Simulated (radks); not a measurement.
Results of a calculation; reference values are marked as such.
Problem. Species: Kr4+. Configuration: [Ar] 3d10 4s2 4p2 (the NIST ground configuration). Level of theory: scalar-relativistic Kohn-Sham, r2SCAN, spin-polarised, spherical densities, finite nucleus; open shells are filled with parallel spins first; meta-GGA in the generalised Kohn-Sham scheme; Fermi nuclear charge, rms radius 4.1884 fm (a radial shooting solver on a logarithmic mesh with Libxc functionals). Some entries of the table are withheld. Estimate them.

| orbital | occ. | eigenvalue (hartree) | <1/r> (bohr^-1) | r(max) (bohr) |
|---|---|---|---|---|
| 1s up | 1 | -523.7855 | 36.76 | 0.02708 |
| 1s down | 1 | -523.7737 | 36.76 | 0.02708 |
| 2s up | 1 | -71.16587 | 8.181 | 0.1541 |
| 2s down | 1 | -71.16357 | 8.181 | 0.1541 |
| 2p up | 3 | -63.09165 | 7.985 | 0.1234 |
| 2p down | 3 | -63.08282 | 7.985 | 0.1235 |
| 3s up | 1 | -12.02709 | 2.709 | 0.4660 |
| 3s down | 1 | -12.01730 | 2.708 | 0.4662 |
| 3p up | 3 | -9.42310 | 2.552 | 0.4626 |
| 3p down | 3 | -9.41105 | 2.552 | 0.4629 |
| 3d up | 5 | (1) | 2.278 | 0.4122 |
| 3d down | 5 | (2) | 2.282 | 0.4122 |
| 4s up | 1 | -2.76493 | (3) | 1.288 |
| 4s down | 1 | -2.62457 | (4) | 1.282 |
| 4p up | 2 | -2.13647 | 0.8254 | 1.419 |
| 4p down | 0 | -1.99292 | 0.8311 | 1.411 |
| 4d up | 0 | -1.22559 | 0.6419 | 1.780 |
| 4d down | 0 | -1.06543 | 0.6597 | 1.738 |
| 5s up | 0 | -0.98921 | 0.4340 | (5) |

Solution. 
(1) 3d up eigenvalue (hartree): -5.12919
(2) 3d down eigenvalue (hartree): -5.11304
(3) 4s up <1/r> (bohr^-1): 0.9267
(4) 4s down <1/r> (bohr^-1): 0.9340
(5) 5s up r(max) (bohr): 2.948
